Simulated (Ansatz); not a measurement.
Ideal-gas functions of CH₃NSn, SMILES `N#[C][SnH3]` at 600 K and 1 bar, from an Ansatz frequency run at PBE0-D4/def2-TZVP.

Molar mass 147.75 g/mol, point group C3v (symmetry number 3), electronic degeneracy 1, moments of inertia 8.026, 174.696, 174.697 u Å². Harmonic wavenumbers (cm⁻¹, unscaled): 219, 219, 420, 519, 519, 689, 713, 713, 1992, 1998, 1998, 2321.

Use S(trans) = R[1.5 ln M + 2.5 ln T − 1.1517]; rotational temperatures θ = 24.2544 K / I; S(rot) = R[ln(√π/σ · √(T³/θAθBθC)) + 1.5]; for each mode x = 1.438777 ν̃/T, S = R[x/(eˣ − 1) − ln(1 − e⁻ˣ)] and H = RT x/(eˣ − 1); 1 cm⁻¹ = 0.0119627 kJ/mol; R = 8.31446 J/(mol·K).

Problem. By hand: the entropy, in J/(mol·K).

Solution. Translation 185.7. Rotation: θ = 3.022, 0.1388, 0.1388 K, giving 99.7. Vibration, mode by mode: 13.76, 13.76, 8.60, 7.01, 7.01, 5.03, 4.80, 4.80, 0.41, 0.40, 0.40, 0.21, in all 66.2. Electronic 0.0. Sum 351.6 J/(mol·K).

Problem. By hand: H − E and G − E in kJ/mol, counted from the electronic energy.

Solution. Zero-point energy ½ × 12320 × 0.0119627 = 73.7; thermal vibration 21.9; translation, rotation and pV give 4 RT = 20.0. H − E = 115.6 kJ/mol, and G − E = 115.6 − 600 × 351.6/1000 = -95.4 kJ/mol.

Vibration gives 19 % of the entropy.
